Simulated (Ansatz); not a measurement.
Problem. Name a neutral molecule of Al, C, Cl and H with HOMO energy (PBE/def2-TZVPP) between -6.80 and -6.50 eV and LUMO energy (ωB97M-V/def2-TZVPP) between 0.75 and 1.05 eV (Ansatz, PBE0-D4/def2-TZVP geometry).

Solution. `C[CH](C)[Al]([Cl])[Cl]` (-6.66 eV, 0.75 eV); `[CH3][Al]([CH3])[Cl]` (-6.62 eV, 0.97 eV). Other molecules can fit too; these were computed, each in one conformer that needn't be the lowest.
